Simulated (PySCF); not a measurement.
CH6ClFSi2, SMILES [SiH3][Si@](F)(C)Cl. Geometry: PBE0-D3(BJ)/def2-SVP. The structure was generated by enumeration; whether it is a known compound was not checked.

Computed equilibrium geometry at PBE0-D3(BJ)/def2-SVP (PySCF confirms it by a frequency run) as Cartesian coordinates in Å:
```xyz
11

C     -1.7190    -0.9941     0.7674
Si    -0.2450     0.0380     0.3137
F     -0.0138     1.1450     1.4855
Si     1.7607    -1.1126    -0.0280
Cl    -0.6627     1.0831    -1.4250
H     -2.6061    -0.3536     0.8894
H     -1.5391    -1.5289     1.7129
H     -1.9296    -1.7332    -0.0204
H      2.8388    -0.1465    -0.3918
H      2.1529    -1.8603     1.2060
H      1.5669    -2.0876    -1.1445
```
Charge 0, spin multiplicity 1.
